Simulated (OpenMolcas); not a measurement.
**Ru4+ in a point-charge field**

Ru4+ among 4 point charges of -2.5 e arranged as a tetrahedron (Td), 1.76 Å from the ion.
```
   1.0161    1.0161    1.0161  -2.50
   1.0161   -1.0161   -1.0161  -2.50
  -1.0161    1.0161   -1.0161  -2.50
  -1.0161   -1.0161    1.0161  -2.50
```

| Quantity | Value |
| --- | --- |
| Program | OpenMolcas |
| Method | SS-CASPT2, IPEA 0.25 Eh, imaginary shift 0.1 Eh (closed shells correlated: 4s 4p) |
| Basis | ANO-RCC-VDZP [6s5p3d1f] |
| Scalar Hamiltonian | DKH2, point nucleus |
| Active space | 4 electrons in 5 orbitals (4d) |
| State averaging | 2S+1 = 5 even, 5 roots; 2S+1 = 3 even, 45 roots; 2S+1 = 1 even, 50 roots |
| Spin-orbit coupling | state interaction with AMFI integrals over the reference wave functions |

The lowest spin-free states (labels of Td), above the lowest:

| State | Degeneracy | E (cm-1) | Free-ion L (%) |
| --- | --- | --- | --- |
| 5T2 | 3 | 0 | D (100) |
| 5E | 2 | 5990 | D (100) |
| 3T1 | 3 | 14740 | H (58) |
| 3T2 | 3 | 16580 | H (67) |
| 1A1 | 1 | 18920 | G (49) |
| 3T1 | 3 | 18940 | H (67) |
| 3T2 | 3 | 19880 | G (71) |
| 3E | 2 | 20590 | H (67) |
| 3T1 | 3 | 20770 | P (55) |
| 1T1 | 3 | 22620 | I (65) |
| 3T2 | 3 | 23270 | F (73) |
| 3A2 | 1 | 24000 | F (100) |
| 3T1 | 3 | 24700 | H (46) |
| 3E | 2 | 25080 | G (65) |
| 1T2 | 3 | 26330 | I (94) |
| 1E | 2 | 27250 | G (67) |
| 3A1 | 1 | 27290 | G (100) |
| 3T2 | 3 | 27520 | D (86) |
| 1A1 | 1 | 27670 | I (50) |
| 3T1 | 3 | 29360 | G (42) |

The lowest levels with spin-orbit coupling:

```
E (cm-1)  Degeneracy  Label      2S+1
       0           1     A1         5
     320           3     T1         5
     630           3     T2         5
    1340           2      E         5
    1520           3     T1         5
    2110           3     T2         5
    7270           1     A2         5
    7330           3     T2         5
    7390           2      E         5
    7430           3     T1         5
    7460           1     A1         5
   13720           1     A1  3 (85 %)
   15630           3     T1         3
   15820           2      E         3
   16270           3     T2         3
   17330           1     A2         3
   17400           3     T1         3
   17720           3     T2         3
   18230           2      E         3
   19320           3     T1         3
```

Electric-dipole absorption from the lowest level at this geometry, strongest bands:

```
E (cm-1)  λ (nm)  Label         f
     630   15800     T2  1.57e-05
    2110    4730     T2  7.43e-05
    7330    1360     T2  2.46e-05
   16270     615     T2  1.31e-06
   17720     564     T2  1.82e-05
   19730     507     T2  1.13e-05
   21070     475     T2  4.56e-06
   21490     465     T2  6.70e-06
   23970     417     T2  5.01e-06
   25280     396     T2  2.12e-06
```

Powder χT (cm3 K/mol): 0.0111 at 2 K, 0.0553 at 10 K, 0.277 at 50 K, 0.551 at 100 K, 0.988 at 200 K, 1.25 at 300 K. The effective moment at 300 K is 2.828 √(χT) = 3.16 μB.

The lowest level has 2S+1 = 5, for which the spin-only value is χT = S(S+1) / 2 = 3.000 cm3 K/mol (g = 2). The computed 1.252 at 300 K differs by -1.748, through orbital momentum, spin-orbit coupling and any other state in reach. With a threefold ground state the orbital momentum is unquenched, so the spin-only value is not expected to hold.

Roots that are degenerate in the reference are averaged as groups; the widest CASPT2 spread within a group is 310 cm-1 (the 3-fold group of multiplicity 1 near 22600 cm-1 above the lowest state of its run). Shifts and gaps below about the spread of the groups concerned are not significant. An orbital triplet at a regular site is open to Jahn-Teller coupling, which can distort the site and quench the lowest spin-orbit gaps and is left out. Point charges give a weaker field than real ligands, and real ions of this kind are as a rule low spin; the high spin found here belongs to the model. Free-ion shares, where given, are those of the reference states; single-state CASPT2 does not remix them. This is an electrostatic model: the charges have no orbitals. No measured value stands beside these numbers.
